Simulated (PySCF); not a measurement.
(1E)-1-bromobuta-1,3-diene (C₄H₅Br), SMILES C=C/C=C/Br.

Geometry: B3LYP-D3(BJ)/def2-SVP. Other conformers were not sampled.

Two levels are set side by side: TDDFT-PBE/def2-SVPD (PySCF) and TDDFT-CAM-B3LYP/def2-SVPD (PySCF). Vertical, same geometry. The lowest singlet is HOMO→LUMO 87 % with PBE and HOMO→LUMO 98 % with the other functional; states are paired by order. Differences are taken from unrounded values.

| quantity | TDDFT-CAM-B3LYP | TDDFT-PBE | TDDFT-PBE minus TDDFT-CAM-B3LYP |
|---|---|---|---|
| lowest singlet excitation (eV) | 5.44 | 4.84 | -0.60 |
| lowest triplet excitation (TDA) (eV) | 3.01 | 2.96 | -0.05 |
| first bright state (f over 0.05) (eV) | 5.44 | 4.84 | -0.60 |
| its oscillator strength | 0.77 | 0.54 | -0.23 |

A lower first singlet is the usual sign of a functional without exact exchange. Differences between two approximate levels are no errors against the true value.

Rough cost on one machine, each run with all the roots and properties that it gave: TDDFT-CAM-B3LYP against TDDFT-PBE about 9 times.
